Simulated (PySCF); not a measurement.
**Si2PH8N**

The system: Si2PH8N, a small molecule; neutral, singlet. The structure, one conformer, was relaxed in the gas phase by PBE0-D3(BJ)/def2-SVP. No frequency run checks that it is a minimum.

SMILES: [SiH3]N([SiH3])P

| atom | x (Å) | y (Å) | z (Å) |
| --- | --- | --- | --- |
| Si1 | -1.065 | 0.618 | 1.327 |
| N2 | -0.028 | 0.213 | -0.033 |
| Si3 | 0.539 | -1.394 | -0.445 |
| P4 | 0.458 | 1.556 | -1.031 |
| H5 | -2.339 | 1.248 | 0.865 |
| H6 | -0.388 | 1.570 | 2.259 |
| H7 | -1.370 | -0.652 | 2.049 |
| H8 | 0.107 | -1.747 | -1.833 |
| H9 | 2.034 | -1.438 | -0.408 |
| H10 | -0.021 | -2.381 | 0.524 |
| H11 | 0.196 | 1.005 | -2.330 |
| H12 | 1.864 | 1.291 | -1.135 |

Shieldings: GIAO PBE0/pcSseg-2. Shifts are against computed references at the same level: H TMS (σ 31.24 ppm), Si TMS (σ 341.3 ppm). Core levels by delta-SCF with SCAN, pcX-2 on the ionised atom and pcseg-1 elsewhere, spin-free X2C (2p3/2 is the spin-free 2p value less a third of a first-order spin-orbit splitting); from the vacuum level, for chosen atoms.

Question: Give the shieldings and core levels atom by atom.

Answer: 
```
    atoms   bonded to  σ (ppm)  δ (ppm)  core level (eV)
      Si1   1 N + 3 H    379.3    -38.0     2p3/2 107.16
       N2  1 P + 2 Si    278.8        -        1s 404.21
      Si3   1 N + 3 H    371.9    -30.7     2p3/2 107.16
       P4   1 N + 2 H    362.0        -     2p3/2 137.21
 H5 H6 H7        1 Si    26.48     4.77                -
H8 H9 H10        1 Si    26.38     4.87                -
  H11 H12         1 P    26.04     5.21                -
```

Values are those of this one static structure, with the three H of a rotating XH3 group averaged; atoms that internal rotation interchanges would show their mean in an NMR spectrum.

Question: By CAM-B3LYP/def2-SVPD (TDDFT singlets, Tamm-Dancoff triplets, ionisation by delta-SCF), where does absorption start, and what does vertical ionisation take?

Answer: The first singlet with intensity lies at 6.06 eV (f 0.038); what lies below it is dark. The lowest singlet lies at 6.02 eV (f 0.000), the strongest of the first 6 at 7.06 eV (f 0.088), the lowest triplet at 5.10 eV; vertical ionisation takes 9.52 eV.
